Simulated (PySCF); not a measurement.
Compound: In(NH3)H3.
SMILES: `[H][In]([H])([H])<-[NH3]`

The closed-shell ground state was solved at several levels (PySCF, density fitting, gas phase). Isolated species at its PBE0-D3(BJ)/def2-SVP geometry, gas phase. Atoms past krypton carry effective core potentials; spin–orbit coupling is left out.

```
                          level  basis functions  HOMO (eV)  LUMO (eV)  gap (eV)  dipole (D)
PBE0/pcSseg-1 (def2-TZVP on In)               97      -7.27      -0.48      6.79        4.86
 KT2/pcSseg-1 (def2-TZVP on In)               97      -6.15      -1.29      4.86        4.82
```

Question: Estimate the row for CAM-B3LYP/def2-SVPD, a basis of 100 functions; the other rows only guide the guess.

Answer: HOMO -8.66 eV, LUMO 0.08 eV, gap 8.74 eV, dipole 4.76 D.

Question: Over all these levels, which gives the widest orbital gap and which the narrowest?

Answer: CAM-B3LYP/def2-SVPD (range-separated hybrid) has the widest, 8.74 eV, and KT2/pcSseg-1 (def2-TZVP on In) (GGA) the narrowest, 4.86 eV. Functional and basis both differ between the two, so the spread mixes both effects.

Question: How far do the dipole and the HOMO energy spread over the levels?

Answer: The dipole runs from 4.76 to 4.86 D (mean 4.81 D) and the HOMO from -8.66 to -6.15 eV.
